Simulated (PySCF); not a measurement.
A structure optimised at PBE-D3(BJ)/def2-SVP, used in a PySCF frequency run:

```
O
C 1 1.4195
H 2 1.1107 1 105.97
H 2 1.1137 3 108.63 1 -121.59
H 2 1.1155 3 108.10 4 -117.12
Se 1 1.8440 2 114.52 3 -177.86
C 6 1.9559 1 97.94 2 -84.69
H 7 1.1062 6 109.62 1 -55.92
H 7 1.1066 8 110.78 6 -123.57
H 7 1.1088 8 109.41 9 -120.27
```
Charge 0, spin multiplicity 1.

### Question
Write its SMILES and formula.

### Answer
CO[Se]C, C2H6OSe

### Question
What are its rotational constants (standard atomic weights)?

### Answer
8.1362, 3.3695, 2.6736 GHz
